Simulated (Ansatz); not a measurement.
H7N3OZr (`[NH2][Zr]([NH2])([NH2])[OH]`) at its PBE0-D4/def2-TZVP geometry, where that method's forces vanish. The species carries charge 0 and has multiplicity 1. Zr: def2 effective core potential.

```xyz
12

N    -1.9483    0.1186    0.1886
Zr    0.0675   -0.2271    0.1238
N     0.9699    1.4094    0.9572
N     0.5993   -0.2494   -1.8519
O     0.5548   -1.8684    1.0253
H    -2.6739   -0.5817    0.1166
H    -2.3759    1.0015    0.4298
H     1.4402    2.1374    0.4380
H     1.1361    1.5583    1.9432
H     1.4371   -0.6641   -2.2368
H     0.0006    0.0340   -2.6147
H     0.7926   -2.6686    1.4808
```

(1) What forces (eV/Å) does PBE-D4/def2-TZVPP give on these atoms in the Gaussian-basis code of Ansatz? (Estimate.)

Answers

(1) Ansatz gave: 
```
N1   0.189 -0.006 -0.070
Zr2  0.006 -0.020  0.013
N3  -0.141 -0.114 -0.090
N4  -0.033  0.070  0.187
O5  -0.046  0.155 -0.094
H6  -0.263 -0.235 -0.015
H7  -0.169  0.295  0.086
H8   0.172  0.260 -0.159
H9   0.072  0.061  0.340
H10  0.284 -0.148 -0.149
H11 -0.192  0.088 -0.280
H12  0.120 -0.406  0.232
```
